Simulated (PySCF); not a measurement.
**Working out the excitation energy of Ge**

Ge [Ar] 3d10 4s2 4p2 (3P) → Ge [Ar] 3d10 4s2 4p1 5s1 (3P). Computed with PySCF 2.14 in aug-cc-pVTZ-PP with ECP10MDF, with a scalar-relativistic core potential. Frozen: 3s2 3p6 3d10. Energies in hartree (1 hartree = 27.21139 eV):

```
             part   Ge (lower)   Ge (upper)
              UHF  -293.352850  -293.188145
MP2 opposite-spin    -0.041861    -0.038508
    MP2 same-spin    -0.008873    -0.006391
```

Task: What does Hartree-Fock give?

Result: (-293.188145) − (-293.352850) = 0.164705 hartree = 4.482 eV.

Task: What do MP2 and SCS-MP2 (6/5 opposite-spin, 1/3 same-spin) give?

Result: The opposite-spin parts differ by 0.091 eV and the same-spin parts by 0.068 eV. MP2: 4.482 + (0.091) + (0.068) = 4.641 eV. SCS-MP2: 4.482 + 1.2 × (0.091) + (0.068)/3 = 4.614 eV.

Measured between the centres of the two terms (NIST): 4.648 eV, so MP2 (valence) is off by -0.007 eV.

What remains against the reference includes basis incompleteness, the frozen core and correlation beyond second order.
